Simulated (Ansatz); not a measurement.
`[OH][SbH][SiH2][SeH]`, relaxed with RKS PBE0-D4/def2-TZVP in the Gaussian-basis code of Ansatz from a PBE-D4/def2-SVP geometry. The force threshold is 0.005 eV/Å; the program also tests the step.

Total charge 0; spin multiplicity 1. Sb takes the def2 core potential.

Start:

```xyz
9

O     1.427    1.360    0.156
Sb   -0.486    1.354    0.938
Si   -0.942   -1.090    0.032
Se    0.937   -1.564   -1.172
H     2.050    1.286    0.908
H    -1.115    2.009   -0.541
H    -2.206   -1.113   -0.788
H    -1.151   -2.032    1.192
H     1.486   -0.209   -0.723
```

(1) How much energy does the relaxation release, and in how many steps? (Best estimate.)

(2) Which bonds change most? (Best estimate.)

(3) Give the relaxed structure. (Estimate.)

Results:

(1) Computed: 9.74 kJ/mol, in 16 steps.

(2) Computed: O1–Sb2 from 2.067 to 1.991 Å; Sb2–Si3 from 2.646 to 2.594 Å; Se4–H9 from 1.529 to 1.479 Å; Sb2–H6 from 1.735 to 1.711 Å.

(3) Computed: 
```xyz
9

O     1.412    1.288    0.376
Sb   -0.518    1.372    0.860
Si   -0.940   -1.051    0.035
Se    0.733   -1.546   -1.420
H     1.953    1.561    1.122
H    -0.972    1.970   -0.678
H    -2.256   -1.142   -0.652
H    -0.973   -1.983    1.195
H     1.561   -0.469   -0.838
```
